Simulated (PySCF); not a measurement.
CH4ClFOSi2, SMILES Cl[SiH2]C([SiH2]F)=O.

The structure is a stationary point at PBE0-D3(BJ)/def2-SVP. The structure was generated by enumeration, and PubChem lists no compound with its InChIKey, so it may never have been made. The values are those of a single conformer.

All values below come from SMD-PBE0/def2-SVP (PySCF).

Solvation free energies are E(SMD) − E(gas) at the gas-phase geometry, for 1 M in both phases. In vacuum the dipole moment is 0.60 D.

Computed solvation free energies in water, ethylethanoate, acetonitrile:
```json
[
 {"solvent": "water", "ΔG(solv) (kcal/mol)": "0.3", "its non-electrostatic (CDS) part": "4.8", "dipole (D)": "0.79"},
 {"solvent": "ethylethanoate", "ΔG(solv) (kcal/mol)": "-3.8", "its non-electrostatic (CDS) part": "-1.3", "dipole (D)": "0.81"},
 {"solvent": "acetonitrile", "ΔG(solv) (kcal/mol)": "-3.5", "its non-electrostatic (CDS) part": "-0.2", "dipole (D)": "0.86"}
]
```
